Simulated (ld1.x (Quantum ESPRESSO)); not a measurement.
**Plane-wave convergence, PAW potential for bismuth (Bi)**

Bi, PAW, made with ld1.x (Quantum ESPRESSO) 7.5 (PBEsol, scalar-relativistic). Core [Xe] 4f14, reference 5d10 6s1.75 6p3.25. Waves: 6s (bound): rcut 1.60, rcutus 2.15 bohr; 6s channel at 1.3 Ry: rcut 1.60, rcutus 2.15 bohr; 6p (bound): rcut 2.35, rcutus 2.50 bohr; 6p channel at 0.35 Ry: rcut 2.35, rcutus 2.50 bohr; 5d (bound): rcut 1.00, rcutus 1.20 bohr; 5d channel at -0.75 Ry: rcut 1.00, rcutus 1.20 bohr. Local part: all-electron potential smoothed inside 1.45 bohr (lloc = -1). Core correction: Bessel-smoothed model core, default radius (core density twice the valence density). Augmentation charge: PSQ, inside the norm-conserving radii.

The pseudo-atom Hamiltonian at the reference potential is diagonalised in spherical Bessel functions j_l(qr) that vanish at 20 bohr, with q² up to the cutoff. All-electron valence levels (Ry): 6s -1.0878, 6p -0.3507, 5d -2.0194.

Q: How do the lowest levels (Ry) of each channel move with the cutoff, and are there ghosts?

A:

```json
{"cutoff (Ry)": "8", "s #1": "-1.0874", "s #2": "-0.0427", "p #1": "-0.3506", "p #2": "0.0246", "d #1": "-0.2682", "d #2": "0.0613", "f #1": "0.1086", "f #2": "0.2292", "Σ f·Δε (mRy)": "17514.8"}
{"cutoff (Ry)": "12", "s #1": "-1.7343", "s #2": "-1.0856", "p #1": "-0.3507", "p #2": "0.0246", "d #1": "-0.6348", "d #2": "0.0575", "f #1": "0.1086", "f #2": "0.2291", "Σ f·Δε (mRy)": "13851.8"}
{"cutoff (Ry)": "18", "s #1": "-8.0391", "s #2": "-1.0878", "p #1": "-0.3507", "p #2": "0.0246", "d #1": "-1.1401", "d #2": "0.0548", "f #1": "0.1086", "f #2": "0.2291", "Σ f·Δε (mRy)": "8795.1"}
{"cutoff (Ry)": "30", "s #1": "-12.0446", "s #2": "-1.0879", "p #1": "-1.0031", "p #2": "-0.3507", "d #1": "-1.6856", "d #2": "0.0527", "f #1": "0.1086", "f #2": "0.2290", "Σ f·Δε (mRy)": "3339.8"}
{"cutoff (Ry)": "40", "s #1": "-12.8722", "s #2": "-1.0879", "p #1": "-1.8688", "p #2": "-0.3507", "d #1": "-1.9185", "d #2": "0.0519", "f #1": "0.1086", "f #2": "0.2290", "Σ f·Δε (mRy)": "1010.9"}
{"cutoff (Ry)": "50", "s #1": "-13.0371", "s #2": "-1.0879", "p #1": "-2.1976", "p #2": "-0.3507", "d #1": "-1.9920", "d #2": "0.0517", "f #1": "0.1086", "f #2": "0.2290", "Σ f·Δε (mRy)": "275.4"}
{"cutoff (Ry)": "60", "s #1": "-13.0787", "s #2": "-1.0879", "p #1": "-2.2914", "p #2": "-0.3507", "d #1": "-2.0120", "d #2": "0.0516", "f #1": "0.1086", "f #2": "0.2290", "Σ f·Δε (mRy)": "75.2"}
{"cutoff (Ry)": "80", "s #1": "-13.0956", "s #2": "-1.0879", "p #1": "-2.3298", "p #2": "-0.3507", "d #1": "-2.0189", "d #2": "0.0516", "f #1": "0.1086", "f #2": "0.2290", "Σ f·Δε (mRy)": "7.1"}
{"cutoff (Ry)": "110", "s #1": "-13.0967", "s #2": "-1.0879", "p #1": "-2.3329", "p #2": "-0.3507", "d #1": "-2.0192", "d #2": "0.0516", "f #1": "0.1086", "f #2": "0.2290", "Σ f·Δε (mRy)": "4.1"}
{"cutoff (Ry)": "140", "s #1": "-13.0968", "s #2": "-1.0879", "p #1": "-2.3329", "p #2": "-0.3507", "d #1": "-2.0195", "d #2": "0.0516", "f #1": "0.1086", "f #2": "0.2290", "Σ f·Δε (mRy)": "1.0"}
{"cutoff (Ry)": "180", "s #1": "-13.0968", "s #2": "-1.0879", "p #1": "-2.3329", "p #2": "-0.3507", "d #1": "-2.0195", "d #2": "0.0516", "f #1": "0.1086", "f #2": "0.2290", "Σ f·Δε (mRy)": "0.7"}
{"cutoff (Ry)": "400", "s #1": "-13.0968", "s #2": "-1.0879", "p #1": "-2.3329", "p #2": "-0.3507", "d #1": "-2.0196", "d #2": "0.0516", "f #1": "0.1086", "f #2": "0.2290", "Σ f·Δε (mRy)": "0.0"}
```

Result: ghost states, extra bound levels that the all-electron valence spectrum of the same l lacks: s at -178.2 eV, p at -31.7 eV (a true bound ghost makes a file unfit for plane-wave use); 10 mRy is reached at 80 Ry and 1 mRy at 140 Ry.
